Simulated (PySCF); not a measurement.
PbBr₂, SMILES [Br][Pb][Br] (connectivity only; charge and spin as stated), neutral, multiplicity 1.

Geometry: B3LYP-D3(BJ)/def2-SVP. The isomer is the one that the SMILES or the coordinates give; other isomers of the formula were not compared. The def2 effective core potentials stand for the cores of Pb; spin–orbit coupling is left out.

All values below come from PySCF with CAM-B3LYP/def2-TZVPD.

Symmetry labels are those of the subgroup C2v that the program uses (full group C2v).

**Question.** List the valence orbital energies around the gap with their symmetry. (The exact figures need the calculation; the answer reports its results.)

**Answer.** 
```json
[
 {"orbital": "HOMO−7", "symmetry": "B2", "energy (eV)": "-22.22"},
 {"orbital": "HOMO−6", "symmetry": "A1", "energy (eV)": "-16.19"},
 {"orbital": "HOMO−5", "symmetry": "B2", "energy (eV)": "-10.64"},
 {"orbital": "HOMO−4", "symmetry": "A1", "energy (eV)": "-10.05"},
 {"orbital": "HOMO−3", "symmetry": "B1", "energy (eV)": "-9.84"},
 {"orbital": "HOMO−2", "symmetry": "A2", "energy (eV)": "-9.41"},
 {"orbital": "HOMO−1", "symmetry": "B2", "energy (eV)": "-9.21"},
 {"orbital": "HOMO", "symmetry": "A1", "energy (eV)": "-9.06"},
 {"orbital": "LUMO", "symmetry": "B1", "energy (eV)": "-2.54"},
 {"orbital": "LUMO+1", "symmetry": "A1", "energy (eV)": "-0.92"},
 {"orbital": "LUMO+2", "symmetry": "B2", "energy (eV)": "-0.51"},
 {"orbital": "LUMO+3", "symmetry": "A1", "energy (eV)": "0.45"}
]
```
